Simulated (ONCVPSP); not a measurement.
## Configuration tests for Au (Z = 79) (ONCV)

```
Element                 : gold
Generator               : ONCVPSP 4.0.1
Type                    : optimised norm-conserving Vanderbilt (ONCV)
Functional              : LDA (Perdew-Zunger)
Relativity              : fully relativistic
Frozen core             : [Kr] 4d10 4f14
Valence charge          : 19
Reference configuration : 5s2 5p6 5d10 6s1
Partial waves           : 5s+6s: rc 1.60 bohr, ncon 3, nbas 6, qcut 6.3 1/bohr, 3 projectors, debl 2.7 Ha; 5p: rc 1.15 bohr, ncon 4, nbas 7, qcut 6.2 1/bohr, 1 projector; 5d: rc 1.85 bohr, ncon 4, nbas 9, qcut 9.9 1/bohr, 2 projectors, debl 1.6 Ha
Local potential         : polynomial inside 0.80 bohr (lpopt 5, dvloc0 1 Ha)
Core correction         : Teter function, fcfact 1.75, rcfact 1.15
```

Open shells are filled in proportion to 2j + 1.

Energies are relative to the spin-unpolarised reference configuration 5s2 5p6 5d10 6s1; without spin polarisation the order of configurations can differ from experiment.

| valence configuration | charge | ΔE all-electron (eV) | error AE − PS (meV) |
| --- | --- | --- | --- |
| 5s2 5p6 5d10 6s0 | +1 | 9.790 | -2.3 |
| 5s2 5p6 5d8 6s0 | +3 | 65.481 | +5.0 |
| 5s2 5p6 5d9 6s1 | +1 | 12.406 | -0.5 |

Task: What are ΔE and the potential's error for 5s2 5p6 5d9 6s0?

Result: ΔE = 31.312 eV all-electron; the error (AE − PS) is 0.0 meV.

Levels in the configuration 5s2 5p6 5d10 6s0:

```
   level  all-electron (eV)  pseudo (eV)
5s j=1/2           -117.070     -117.122
5p j=3/2            -64.177      -64.186
5p j=1/2            -80.828      -80.845
5d j=5/2            -15.018      -15.017
5d j=3/2            -16.598      -16.597
```

Note: ghosts flagged at negative energy: p3/2 at -27.4 eV; GHOST(+) flagged for s at 2.70 eV. A true bound ghost makes a file unfit for plane-wave use.
